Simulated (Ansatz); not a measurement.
Results of the Gaussian-basis code of Ansatz.

Basis-set series for CH5ClFNSi (`C[Si](N)(F)Cl`). The species carries charge 0 and has multiplicity 1. All single points use the PBE0-D4/def2-TZVP geometry. It is one conformer, not always the lowest.

| functional | basis | functions | energy (Eh) | HOMO (eV) | LUMO (eV) |
| --- | --- | --- | --- | --- | --- |
| PBE0-D4 | def2-TZVPP | 247 | -945.22018 | -8.12 | 0.70 |
| PBE0-D4 | def2-QZVPP | 461 | -945.25542 | -8.17 | 0.26 |
| ωB97M-V | def2-TZVPP | 247 | -945.58739 | -10.53 | 2.09 |
| ωB97M-V | def2-QZVPP | 461 | -945.62066 | -10.58 | 1.41 |

Question: Give the rows for def2-SVP. (Estimate.)

Answer: The calculation gave: 
| functional | basis | functions | energy (Eh) | HOMO (eV) | LUMO (eV) |
| --- | --- | --- | --- | --- | --- |
| PBE0-D4 | def2-SVP | 103 | -944.70951 | -7.90 | 1.36 |
| ωB97M-V | def2-SVP | 103 | -945.07092 | -10.30 | 2.97 |

Positive LUMOs are unbound and depend on the basis.
